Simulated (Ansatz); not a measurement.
Z-matrix (Å, degrees):
```
Si
N 1 1.5890
H 2 1.0090 1 126.68
Si 1 2.2476 2 144.29 3 -179.74
H 4 1.4904 1 149.58 2 0.24
Si 4 2.1609 5 147.87 1 -179.75
H 6 1.4940 4 143.36 5 -0.12
```
Charge 0, multiplicity 1.

Level of theory: frozen-core CCSD(T)/cc-pVTZ // B3LYP-D3(BJ)/def2-TZVP in Ansatz (a first-principles code).

| Item | Result |
|---|---|
| HF energy | -922.92861 Ha |
| MP2 correlation energy | -0.55200 Ha |

Task: Estimate the CCSD correlation energy, the (T) correction, the total energy and the T1 diagnostic.

Result: 
| Property | Value |
|---|---|
| CCSD correlation energy | -0.58070 Ha |
| (T) correction | -0.03629 Ha |
| CCSD(T) total energy | -923.54560 Ha |
| T1 diagnostic | 0.021 |
